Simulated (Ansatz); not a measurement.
CH4Zn (`[CH3][ZnH]`) at its PBE0-D4/def2-TZVP geometry, where that method's forces vanish. Charge 0, multiplicity 1.

```
atom   x (Å)   y (Å)   z (Å)
  C1   0.031   0.383   0.595
 Zn2  -0.054  -0.668  -1.035
  H3   0.726   1.220   0.486
  H4  -0.950   0.794   0.849
  H5   0.368  -0.225   1.438
  H6  -0.122  -1.504  -2.332
```

Q: For each bond, give half the difference of the two atoms' forces along it (eV/Å; positive pushes the atoms apart) under PBE-D4, r2SCAN-D4, B3LYP-D4, ωB97M-V in def2-TZVPP. (Best estimate.)

A: Computed: 
| bond | length (Å) | PBE-D4 | r2SCAN-D4 | B3LYP-D4 | ωB97M-V |
| --- | --- | --- | --- | --- | --- |
| C1–Zn2 | 1.942 | -0.02 | -0.02 | 0.24 | 0.10 |
| C1–H3 | 1.093 | 0.13 | 0.02 | -0.07 | -0.05 |
| C1–H4 | 1.093 | 0.13 | 0.02 | -0.07 | -0.05 |
| C1–H5 | 1.093 | 0.13 | 0.02 | -0.07 | -0.05 |
| Zn2–H6 | 1.544 | -0.08 | -0.17 | -0.16 | -0.16 |

B3LYP here is the variant with VWN-RPA as its local correlation; programs differ in this.
